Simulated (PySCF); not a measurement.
SMILES [NH2][Sn]([F])([Cl])[Cl] (H2Cl2FNSn), CAM-B3LYP/def2-SVP optimised geometry.

```
7

N     -1.60    -1.93    -1.58
Sn    -0.90    -0.93     0.00
F     -1.41     0.93     0.00
Cl    -1.77    -1.80     1.96
Cl     1.41    -0.93     0.00
H     -2.62    -1.98    -1.63
H     -1.22    -1.63    -2.47
```

Density from CAM-B3LYP/def2-TZVP, def2 effective core potentials past Kr run with PySCF 2.14.0 at that geometry. The core electrons that the potentials of Sn replace are not part of the density.

Minimum of the electron density along straight lines between bonded atoms, close to the bond critical point (lines longer than 1.1 times the sum of covalent radii, or with two minima, are not listed):

```csv
bond,length / Å,ρ at the minimum / e bohr⁻³,∇²ρ there / e bohr⁻⁵,position (fraction from the first atom)
N1–Sn2,1.995,0.127,0.34,0.49
Sn2–F3,1.924,0.122,[?],0.52
Sn2–Cl4,2.313,0.093,0.18,0.47
Sn2–Cl5,2.313,0.093,0.18,0.47
N1–H6,1.018,0.328,-1.59,0.74
N1–H7,1.018,0.328,-1.59,0.74
```

Question: Some entries are withheld; supply them.

Answer: 
- Sn2–F3, ∇²ρ there / e bohr⁻⁵: 0.60
